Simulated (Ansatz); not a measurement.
A structure relaxed at PBE0-D4/def2-TZVP, charge 0, multiplicity 1:

```xyz
13

C     1.568    0.665   -2.311
Al    0.057    1.232   -1.231
O    -0.689    0.100   -0.228
Si   -1.438   -0.876    0.838
Ga   -0.331   -0.901    2.987
H     2.373    0.274   -1.679
H     1.979    1.478   -2.914
H     1.282   -0.147   -2.988
H    -0.540    2.699   -1.216
H    -2.859   -0.445    1.014
H    -1.496   -2.265    0.289
H    -0.861   -1.784    4.180
H     0.957   -0.030    3.259
```

(1) Give its formula and SMILES.

(2) Point group (tolerance 0.08 Å, 0.16 Å for H)?

(3) Summarise the bond lengths by kind.

Answers

(1) CH8AlGaOSi, `[CH3][AlH][O][SiH2][GaH2]`.

(2) C1.

(3) 1 × Al–C 1.942 Å; 3 × C–H 1.093 to 1.095 Å; 1 × Al–O 1.687 Å; 1 × Al–H 1.584 Å; 1 × O–Si 1.628 Å; 1 × Ga–Si 2.417 Å; 2 × H–Si 1.495 Å; 2 × Ga–H 1.576 to 1.578 Å.

All numbers were calculated with Ansatz.
